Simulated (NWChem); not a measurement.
Species: CH₅NSi, singlet; SMILES C[Si]N

```xyz
8

Si    -0.6234    -0.1184     0.3707
C      0.4456     1.4440     0.0778
H     -0.0767     2.1155    -0.6265
H      1.4642     1.2633    -0.3047
H      0.5245     2.0110     1.0225
N      0.5182    -1.3155    -0.0987
H      1.4670    -1.1503    -0.4262
H      0.2959    -2.3055    -0.0731
```
Atoms are numbered in this order, from 1.

Level: PBE0/def2-SVP (NWChem), optimised geometry, unscaled harmonic frequencies. Low-valent species are run as closed-shell singlets; no triplet was tried in these runs.

| frequency (cm⁻¹) | IR intensity (km/mol) |
|---|---|
| 24 | 1.4 |
| 284 | 1.8 |
| 502 | 11.6 |
| 567 | 184.9 |
| 634 | 27.6 |
| 698 | 0.5 |
| 729 | 0.3 |
| 830 | 59.8 |
| 886 | 86.4 |
| 1241 | 29.8 |
| 1410 | 16.2 |
| 1424 | 7.3 |
| 1544 | 48.4 |
| 3028 | 6.5 |
| 3125 | 2.7 |
| 3141 | 13.2 |
| 3569 | 12.0 |
| 3685 | 38.3 |

```yaml
zero_point_energy: 39.0 kcal/mol
thermal correction to the enthalpy at 298.15 K (with zero-point energy): 42.8 kcal/mol
heat capacity Cv: 16.1 cal/(mol K)
entropy at 298.15 K and 1 atm (symmetry number 1): 72.0 cal/(mol K)
dipole_moment: 2.17 D
```

Rigid rotor and harmonic oscillator; modes under 100 cm⁻¹ make the entropy uncertain.
